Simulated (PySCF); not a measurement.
## Assignment exercise: C$_{7}$H$_{12}$BN

Bonds (- single, = double, # triple, : aromatic): C1-C2, C2#C3, C3-B4, B4-N5, N5#C6, C6-C7, C7-C8, C8-C9. C1 carries H10, H11, H12; B4 carries H13, H14; C7 carries H15, H16; C8 carries H17, H18; C9 carries H19, H20, H21. Formal charges: B4 -1, N5 +1.

Level of theory: GIAO CAM-B3LYP/pcSseg-1 shieldings, coordinates at the PBE0-D3(BJ)/def2-SVP level, in PySCF 2.14.0 with density-fitted response routines (in vacuum, one averaged value for each set of equivalent atoms, relativity neglected, one conformer).

Scale: TMS for ¹³C (σ = 182.45 ppm) and ¹H (σ = 31.33 ppm) (reference shieldings calculated alike).

Q: Assign these signals to the numbered atoms. ¹³C{¹H} NMR (computed): δ 120.1, 97.5, 94.5, 22.1, 19.3, 15.4, 4.6.

A: 
| δ (ppm) | atoms | environment | reason |
| --- | --- | --- | --- |
| 120.1 | C6 | nitrilium-type carbon | – |
| 97.5 | C2 | alkyne carbon | the triple bond shields along its axis, which puts it between sp3 and sp2 carbons |
| 94.5 | C3 | alkyne carbon | – |
| 22.1 | C8 | sp3 CH2 | aliphatic region, no heteroatom directly attached |
| 19.3 | C7 | sp3 CH2 α to a nitrile | saturated and bonded to C and H only |
| 15.4 | C9 | methyl carbon | saturated and bonded to C and H only |
| 4.6 | C1 | propargylic methyl carbon | aliphatic region, no heteroatom directly attached |

Q: Assign these signals to the numbered atoms. ¹H NMR (400 MHz, computed): δ 2.53 (br, 2H), 2.13 (t, 2H), 1.72 (s, 3H), 1.72 (m, 2H), 1.12 (t, 3H).

A: 
| δ (ppm) | atoms | environment | reason |
| --- | --- | --- | --- |
| 2.53 | H13/H14 | hydrogen on a boron bonded to C, N | – |
| 2.13 | H15/H16 | hydrogen on an sp3 CH2 α to a nitrile | – |
| 1.72 | H10/H11/H12 | hydrogen on a propargylic methyl carbon | – |
| 1.72 | H17/H18 | hydrogen on an sp3 CH2 | – |
| 1.12 | H19/H20/H21 | hydrogen on a methyl carbon | far from electronegative atoms and π systems |

H10/H11/H12 and H17/H18 lie closer than the usual error of such a calculation, so a measured spectrum could show them in the other order.

Hydrogens on boron are broadened and split by ¹¹B (spin 3/2, 80 %) and 10B (spin 3). A carbon bonded to boron is broadened by the quadrupolar boron nucleus and is often missing from a measured spectrum. Shifts are as computed, not scaled to solution data. Of 1309 compounds with measured shifts, 239 miss one by over three times the rms of a fit or turn the order of signals round; such compounds aren't used in these exercises. No couplings were computed; multiplicities are counted from neighbouring protons, with m where these are inequivalent, close in shift, in a saturated or five-membered ring or joined by F or P, and br s for small geminal =CH2 splittings.
